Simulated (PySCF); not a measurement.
PySCF job for K(OH) (HKO), SMILES [OH][K], PBE-D3(BJ)/def2-TZVPD. The structure is a stationary point at PBE-D3(BJ)/def2-TZVPD. The isomer is the one that the SMILES or the coordinates give; other isomers of the formula were not compared.

```python
import numpy as np
from pyscf import gto, scf, dft, df
from pyscf.hessian import thermo

mol = gto.M(
    atom='''
    K     0.00000000    0.00000000   -0.75187778
    O     0.00000000    0.00000000    1.47993174
    H     0.00000000    0.00000000    2.44622390
    ''',
    basis='def2-TZVPD',
    charge=0,
    spin=0,
    max_memory=1600,
    verbose=3,
)
mf = dft.RKS(mol, xc='pbe').density_fit(auxbasis='def2-universal-jkfit')
mf.disp = 'd3bj'
mf.grids.level = 3
mf.conv_tol = 1e-11
mf.max_cycle = 100
mf.kernel()

# [left out here: the lines that compute and print the analytic Hessian (its translational invariance restored by hand, since the grid's response is missing), thermochemistry and intensities]
```

Log of the run:

```
converged SCF energy = -675.506110289106

WARN: DFTD3 does not support analytical Hessian, using finite difference


WARN: Mole.unit (angstrom) is changed to Bohr

Mode                                 0                   1                   2
Irrep
Freq [cm^-1]                      313.1336            313.1336            433.0647
Reduced mass [au]                   1.1339              1.1339             11.0774
Force const [Dyne/A]                0.0655              0.0655              1.2240
Char temp [K]                     450.5295            450.5295            623.0837
Normal mode                   x     y     z       x     y     z       x     y     z
       0   K                 0.01 -0.01 -0.00   -0.01 -0.01  0.00    0.00  0.00  0.09
       1   O                -0.07  0.05  0.00    0.05  0.07 -0.00   -0.00 -0.00 -0.20
       2   H                 0.75 -0.56  0.00   -0.56 -0.75 -0.00    0.00  0.00 -0.20
Mode                                 3
Irrep
Freq [cm^-1]                     3789.8325
Reduced mass [au]                   1.0679
Force const [Dyne/A]                9.0371
Char temp [K]                    5452.7251
Normal mode                   x     y     z
       0   K                -0.00 -0.00  0.00
       1   O                 0.00  0.00 -0.06
       2   H                -0.00 -0.00  0.97
temperature 298.1500 [K]
pressure 101325.00 [Pa]
Rotational constants [GHz] inf 8.02352 8.02352
Symmetry number 1
Zero-point energy (ZPE) 0.01105 [Eh]   29004.444 [J/mol]
                           tot       elec      trans        rot        vib
Entropy [J/mol/K]       237.406      0.000    158.972     63.622     14.812
Cv [J/mol/K]             40.432      0.000     12.472      8.314     19.646
Cp [J/mol/K]             48.746      0.000     20.786      8.314     19.646
Internal energy [J/mol]                      3718.434   2478.956  31857.144
Internal energy [Eh]   -675.49162  -675.50611
Enthalpy [J/mol]                             6197.391   2478.956  31857.144
Enthalpy [Eh]          -675.49067
Gibbs free energy [J/mol]                  -41200.168 -16489.846  27440.968
Gibbs free energy [Eh] -675.51763
static polarisability / bohr^3: [[29.98  -0.    -0.   ]
 [-0.    29.98  -0.   ]
 [-0.    -0.    32.268]]
largest difference of analytic and finite-field dipole derivatives / e: 0.002090013411166991
mode   freq/cm-1   IR/(km/mol)   Raman/(A^4/amu)   depolarisation
   1      313.13        71.881            44.654            0.750
   2      313.13        71.881            44.654            0.750
   3      433.06       108.318            19.858            0.042
   4     3789.83         0.098           221.773            0.146
max |gradient| / (hartree/bohr): 9.132288548504956e-05
APT charges: [ 0.8971 -1.0072  0.1101]
```

Self-consistency was reached.
